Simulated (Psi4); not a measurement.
Level of theory: SAPT0/jun-cc-pVDZ, frozen core (Psi4).

Psi4 input:

```
molecule {
0 1
F 1.49421139 -0.13451097 -0.45229563
Si -0.00024823 0.00011035 0.00021474
F -0.30498344 1.49463346 0.36102934
F -0.94110137 -0.45801590 -1.16655810
F -0.24787835 -0.90221695 1.25760966
--
0 1
C -4.49443981 -3.91013640 0.81545456
C -3.78479470 -3.31367834 -0.26335564
C -3.91385358 -1.95489089 -0.28810507
S -4.90011453 -1.39278165 1.00175993
C -5.14614882 -2.99016177 1.58517194
H -4.51870129 -4.97264960 1.00914130
H -3.20593223 -3.86954165 -0.98650987
H -3.48612561 -1.25735948 -0.98896753
H -5.75371411 -3.16213463 2.45808943
units angstrom
symmetry c1
no_reorient
no_com
}
set basis jun-cc-pvdz
set scf_type df
set freeze_core true
energy('sapt0')
```

Part of the output:

```
    SAPT Results
  --------------------------------------------------------------------------------------------------------
    Electrostatics                 -1.01348867 [mEh]      -0.63597374 [kcal/mol]      -2.66091414 [kJ/mol]
      Elst10,r                     -1.01348867 [mEh]      -0.63597374 [kcal/mol]      -2.66091414 [kJ/mol]

    Exchange                        1.40511898 [mEh]       0.88172547 [kcal/mol]       3.68913937 [kJ/mol]
      Exch10                        1.40511898 [mEh]       0.88172547 [kcal/mol]       3.68913937 [kJ/mol]
      Exch10(S^2)                   1.40388639 [mEh]       0.88095201 [kcal/mol]       3.68590321 [kJ/mol]

    Induction                      -0.11508785 [mEh]      -0.07221871 [kcal/mol]      -0.30216310 [kJ/mol]
      Ind20,r                      -0.68444934 [mEh]      -0.42949844 [kcal/mol]      -1.79702149 [kJ/mol]
      Exch-Ind20,r                  0.63465630 [mEh]       0.39825284 [kcal/mol]       1.66628989 [kJ/mol]
      delta HF,r (2)               -0.06529481 [mEh]      -0.04097311 [kcal/mol]      -0.17143151 [kJ/mol]

    Dispersion                     -1.17275059 [mEh]      -0.73591211 [kcal/mol]      -3.07905625 [kJ/mol]
      Disp20                       -1.26180006 [mEh]      -0.79179149 [kcal/mol]      -3.31285559 [kJ/mol]
      Exch-Disp20                   0.08904947 [mEh]       0.05587938 [kcal/mol]       0.23379934 [kJ/mol]
      Disp20 (SS)                  -0.63090003 [mEh]      -0.39589574 [kcal/mol]      -1.65642780 [kJ/mol]
      Disp20 (OS)                  -0.63090003 [mEh]      -0.39589574 [kcal/mol]      -1.65642780 [kJ/mol]
      Exch-Disp20 (SS)              0.04959361 [mEh]       0.03112046 [kcal/mol]       0.13020801 [kJ/mol]
      Exch-Disp20 (OS)              0.03945585 [mEh]       0.02475892 [kcal/mol]       0.10359133 [kJ/mol]

  Total HF                          0.27654246 [mEh]       0.17353301 [kcal/mol]       0.72606213 [kJ/mol]
  Total SAPT0                      -0.89620813 [mEh]      -0.56237909 [kcal/mol]      -2.35299412 [kJ/mol]
```
